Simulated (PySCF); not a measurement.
CAuO, SMILES [C+]([Au])=O, charge +1, multiplicity 1. Atoms are numbered in the order given.

```xyz
3

Au     0.0000     0.0000     0.3897
C      0.0000     0.0000    -1.5619
O      0.0000     0.0000    -2.6769
```
Charge +1, spin multiplicity 1.

The structure is a stationary point at B3LYP-D3(BJ)/def2-TZVP. The spin state was assumed, not searched. The def2 effective core potentials stand for the cores of Au; spin–orbit coupling is left out.

The numbers are results of r2SCAN/def2-TZVPD (PySCF), not measurements.

Mulliken values depend strongly on the basis, most of all with diffuse functions as here. ESP charges are fitted to the potential on shells at 1.4 to 2.0 van der Waals radii. Atomic charges (e):

```
atom  Mulliken  ESP fit
----  --------  -------
Au1       0.39     0.94
C2        0.69    -0.24
O3       -0.08     0.30
```
